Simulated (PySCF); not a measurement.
SMILES CSCC[Si](C)(C)C (C6H16SSi) (GFN2-xTB optimised geometry):

```
24

C     -2.794    -3.005     2.929
S     -1.013    -2.845     3.236
C     -0.493    -2.028     1.683
C     -0.926    -0.581     1.586
Si    -0.283     0.287     0.000
C      1.624     0.287     0.000
C     -0.930    -0.637    -1.540
C     -0.938     2.078     0.000
H     -3.259    -2.023     2.907
H     -3.201    -3.585     3.750
H     -2.953    -3.527     1.989
H     -0.890    -2.624     0.861
H      0.592    -2.111     1.689
H     -2.016    -0.527     1.612
H     -0.568    -0.050     2.470
H      2.021     0.728     0.910
H      2.023    -0.719    -0.078
H      2.016     0.858    -0.836
H     -2.013    -0.722    -1.529
H     -0.522    -1.642    -1.602
H     -0.653    -0.118    -2.452
H     -0.591     2.618    -0.875
H     -0.602     2.624     0.876
H     -2.023     2.107    -0.007
```

Computed with PBE0/def2-SVP run with PySCF.

Q: What are the frontier orbital energies and the dipole moment?

A: HOMO-2 -8.44 eV, HOMO-1 -7.77 eV, HOMO -5.98 eV, LUMO 1.29 eV, LUMO+1 1.64 eV; dipole moment 1.79 D.

On the same geometry PBE/def2-SVP run with PySCF 2.14.0 gives HOMO-2 -7.08 eV, HOMO-1 -6.51 eV, HOMO -4.69 eV, LUMO 0.44 eV, LUMO+1 0.71 eV; dipole moment 1.70 D.

Meta-Löwdin charges at PBE0/def2-SVP: C1 -0.35, S2 -0.01, C3 -0.21, C4 -0.41, Si5 0.88, C6 -0.56, C7 -0.56, C8 -0.55, H9 0.11, H10 0.13, H11 0.11, H12 0.10, H13 0.11, H14 0.10, H15 0.11, H16 0.11, H17 0.11, H18 0.11, H19 0.11, H20 0.11, H21 0.11, H22 0.11, H23 0.11, H24 0.11.
